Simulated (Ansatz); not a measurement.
Cl4Ti, singlet, geometry from GFN2-xTB of the parent state (such geometries of metal compounds can be far from the true shape) (the multiplicity is a formal guess); HF/STO-3G run with Ansatz (a quantum-chemistry and plane-wave program).

Ansatz was given this input:
Ansatz 0.2 input:
```yaml
crystal:
  periodic: [false, false, false]
  atoms:
    - {symbol: Ti, position_ang: [0.00025670, 0.01043179, 0.01991298]}
    - {symbol: Cl, position_ang: [1.75167063, -0.53833503, -1.18923378]}
    - {symbol: Cl, position_ang: [0.62939803, 0.50034952, 2.06805868]}
    - {symbol: Cl, position_ang: [-0.97459407, 1.75765139, -0.88960055]}
    - {symbol: Cl, position_ang: [-1.40385797, -1.67884312, 0.09210325]}
basis:
  gaussian:
    orbitals: STO-3G
hamiltonian:
  xc: hf
```

Question: Predict the main parts of the log of this Ansatz run.

Answer: 
```
Functional definition: HF
635 factors; integrals over basis functions are off by at most 9.9e-5 eV
mean field evaluation 1: about -72334.9532 eV, gradient 4.3e1 eV
mean field evaluation 2: about -72334.9688 eV, gradient 4.3e1 eV
mean field evaluation 4: about -72342.9387 eV, gradient 1.4e0 eV
mean field evaluation 8: about -72342.9469 eV, gradient 2.1e-2 eV
mean field -72342.94692524 eV, -2658.5542636921 hartree, gradient 1.8e-5 eV, S^2 0.000000; 0 other end points of the search recorded, 0 dependent functions left out
reference -72342.94692524 eV, -2658.5542636921 hartree; 45, 45 occupied and 9, 9 virtual orbitals, 635 factors
Total energy: -72342.94692524 eV, -2658.5542636921 hartree
```
